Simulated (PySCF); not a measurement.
InH₃, SMILES [InH3].

The structure is a stationary point at B3LYP-D3(BJ)/def2-TZVPD. The def2 effective core potentials stand for the cores of In; spin–orbit coupling is left out.

Vertical ionisation energy (IE) and electron affinity (EA) in eV. Rows of orbital energies are one-electron estimates. Where ΔSCF, EOM or ADC give a negative EA the extra electron is unbound and the value depends on the basis.

```
level                                            IE    EA
--------------------------------------------  -----  ----
−ε(HOMO), −ε(LUMO), B3LYP/def2-TZVPD (PySCF)   8.00  2.21
−ε(HOMO), −ε(LUMO), ωB97X/def2-TZVPD (PySCF)  10.56  0.15
```
